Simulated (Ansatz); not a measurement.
Reaction: BSiH5 (SMILES B[SiH3]) → BSiH4 (SMILES B[SiH2], doublet) + H (doublet) (the H-Si bond breaks)
Each species at its own B3LYP-D3(BJ)/def2-TZVP minimum (Ansatz, a program for electronic structure).

Total energies in hartree (Ansatz). Radicals and triplets start from unrestricted determinants; spin-orbit coupling is neglected. Correlated methods leave the cores frozen. No relativity. For partners of very few electrons the exact lower level stands in for a higher one.

| species | HF/cc-pV(T+d)Z | CCSD(T)/cc-pV(T+d)Z | HF/cc-pV(Q+d)Z | CCSD(T)/cc-pV(Q+d)Z | CCSDT(Q)/cc-pV(T+d)Z |
|---|---|---|---|---|---|
| 1: BSiH5 (boranylsilane, SMILES B[SiH3]) | -316.50619 | -316.79042 | -316.51148 | -316.80876 | -316.79189 |
| 2: BSiH4 (SMILES B[SiH2], doublet) | -315.89900 | -316.16017 | -315.90396 | -316.17702 | -316.16181 |
| 3: H (doublet) | -0.49981 | -0.49981 | -0.49995 | -0.49995 | -0.49981 |

Q: Work out the bond dissociation energy (electronic) in kcal/mol: take Hartree-Fock from cc-pV(Q+d)Z, extrapolate the CCSD(T) correlation energy as X^-3 (X = 3, 4), and add CCSDT(Q) - CCSD(T) in cc-pV(T+d)Z. 1 hartree = 627.51 kcal/mol.

A: 
Species 1: correlation (64·(-0.29728) - 27·(-0.28423))/37 = -0.30680; step -0.00147; E1 = -316.51148 + (-0.30680) + (-0.00147) = -316.81975
Species 2: correlation (64·(-0.27306) - 27·(-0.26117))/37 = -0.28174; step -0.00164; E2 = -315.90396 + (-0.28174) + (-0.00164) = -316.18734
Species 3: correlation (64·(0.00000) - 27·(0.00000))/37 = 0.00000; step +0.00000; E3 = -0.49995 + (0.00000) + (+0.00000) = -0.49995
-1·E1 +1·E2 +1·E3 = 0.13246 hartree = 83.1 kcal/mol.
